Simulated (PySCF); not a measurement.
29Si chemical shifts

Non-relativistic, one conformer, gas phase, fast rotation and ring inversion assumed for equivalent nuclei. Structure optimised with GFN2-xTB; GIAO PBE0/pcSseg-1 shieldings; PySCF 2.14.

Shieldings were converted by a linear fit to measured shifts: 29Si (scatter 8.9 ppm rms, 25.8 ppm with the 6 outliers that the fit left out vs TMS, solution or neat liquid). Occasional misses reach two or three times the rms, and more in compound classes unlike the fitted ones.

Problem. Give the 29Si shifts of `F[C@H]1C[SiH2]C=C[SiH2]1`, `CC1=C(F)[SiH2][Si@H]1S`.

Solution. 
| compound | environment | δ (ppm) |
| --- | --- | --- |
| [F:1][C@H:2]1[CH2:3][SiH2:4][CH:5]=[CH:6][SiH2:7]1 | Si4: silicon bonded to 2 C, 2 H, in a 6-membered ring | -48.7 |
| [F:1][C@H:2]1[CH2:3][SiH2:4][CH:5]=[CH:6][SiH2:7]1 | Si7: silicon bonded to 2 C, 2 H, in a 6-membered ring | -53.5 |
| [CH3:1][C:2]1=[C:3]([F:4])[SiH2:5][Si@H:6]1[SH:7] | Si6: silicon bonded to C, S, Si, H, in a 4-membered ring | -32.1 |
| [CH3:1][C:2]1=[C:3]([F:4])[SiH2:5][Si@H:6]1[SH:7] | Si5: silicon bonded to C, Si, 2 H, in a 4-membered ring | -47.8 |

Problem. Order these by 29Si shift, lowest first.
A. C/C(F)=C(\[SiH3])CF
B. CCCC[SiH2][C@H](F)Cl
C. CCO[Si]1(O)SC=CS1
D. COC[Si]1(O)SC=CS1

Solution. A (-76.3 ppm, silicon bonded to C, 3 H), B (-38.8 ppm, silicon bonded to 2 C, 2 H), C (-3.3 ppm, silicon bonded to 2 O, 2 S, in a 5-membered ring), D (20.0 ppm, silicon bonded to C, O, 2 S, in a 5-membered ring).
